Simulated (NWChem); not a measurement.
System: I anion

Here is an NWChem input.

```
start job
memory heap 200 mb stack 900 mb global 1100 mb
charge -1
geometry units angstroms noautosym nocenter noautoz
  I      0.000000     0.000000     0.000000
end
basis spherical
  * library def2-svpd
end
ecp
  I library def2-ecp
end
dft
  xc pbe0
  iterations 150
end
cosmo
  dielec 25.0
end
task dft energy
```

def2 effective core potentials on I; no spin-orbit coupling.

Level: PBE0/def2-SVPD with COSMO at NWChem's default radii, gas-phase geometry; the question gives the dielectric constant. Reactions with the solvent are ignored.

**Question.** Predict the main results of this run. (PBE0/def2-SVPD with def2 effective core potentials on I, COSMO on the gas-phase geometry.) Quantities: electrostatic solvation energy (kcal/mol).

**Answer.** 
```
Quantity                                   Result
-----------------------------------------  ------
electrostatic solvation energy (kcal/mol)   -59.5
```
